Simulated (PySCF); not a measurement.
**Static response to an electric field**

C11H12F2.
Structure used (PBE0-D3(BJ)/def2-SVP), in Å, numbered top down from 1:
```xyz
25
C11H12F2 angstrom
C     -1.832   -2.433   -1.957
C     -1.671   -1.445   -1.272
C     -1.538   -0.263   -0.473
C     -0.221    0.159   -0.013
C      0.950   -0.488   -0.147
F      1.032   -1.673   -0.751
C      2.278   -0.007    0.347
C      2.828   -0.956    1.413
C      3.259    0.158   -0.816
C     -2.702    0.407   -0.208
C     -2.937    1.610    0.555
C     -4.142    2.174    0.735
F     -1.874    2.198    1.122
H     -1.955   -3.314   -2.560
H     -0.168    1.113    0.507
H      2.103    0.979    0.806
H      3.802   -0.599    1.781
H      2.143   -1.034    2.270
H      2.971   -1.965    0.998
H      4.224    0.543   -0.452
H      3.443   -0.808   -1.309
H      2.871    0.858   -1.570
H     -3.615   -0.018   -0.628
H     -4.240    3.084    1.328
H     -5.029    1.727    0.290
```

Level: PBE0/def2-SVPD (PySCF), static field, nuclei fixed, core orbitals frozen in the response. The polarisability tensor in these axes (au):

```
x   210.72 -44.92  -9.24
y   -44.92 154.68  33.49
z    -9.24  33.49 114.56
```

Give the principal values, the mean and the anisotropy Δα = √{½[(α1 − α2)² + (α2 − α3)² + (α1 − α3)²]}.

Principal values 93.45, 145.95 and 240.55 au; mean 159.99 au = 23.71 Å³ = 26.38 × 10⁻⁴⁰ C²·m²/J; Δα = 129.12 au (81 % of the mean).

What is the dipole moment, and where does it point?

(0.29, 0.42, 0.21) D, 0.55 D in size, pointing from the negative to the positive side. Measured along this direction, the outermost atoms are H14 at the negative end and H20 at the positive end.

Refractivity n − 1 of an ideal gas of it at 400 K and 1 atm, from the electronic α?

N = p/kT = 1.8347 × 10¹⁹ cm⁻³, so n − 1 = 2π × N × 23.71 × 10⁻²⁴ cm³ = 2733 × 10⁻⁶ at long wavelengths, for an ideal gas.

Directions of the eigenvectors, and the extent of the frame along each?

Largest value along (0.83, -0.51, -0.20), where the nuclei span 8.94 Å; middle along (0.53, 0.65, 0.54), 7.17 Å; least along (-0.15, -0.56, 0.82), 4.30 Å. The response follows the extents in order.

Estimate the molar refractivity from the static electronic polarisability.

Lorentz–Lorenz: R = (4π/3)N_A α = 2.5225 cm³/(mol·Å³) × 23.71 Å³ = 59.8 cm³/mol, in the limit of long wavelengths.

What are the principal values of the traceless quadrupole moment, Θ = ½Σq(3rr − r²1), about the centre of nuclear charge?

-10.27, -1.50, 11.77 D·Å. The values depend on the origin, since the dipole doesn't vanish. The electronic extent ⟨r²⟩ about the same centre is 3214 bohr², a root-mean-square distance of 3.06 Å for the 96 electrons.

One conformer (not necessarily the lowest) at the PBE0-D3(BJ)/def2-SVP geometry, without solvent, vibrations or thermal averaging.
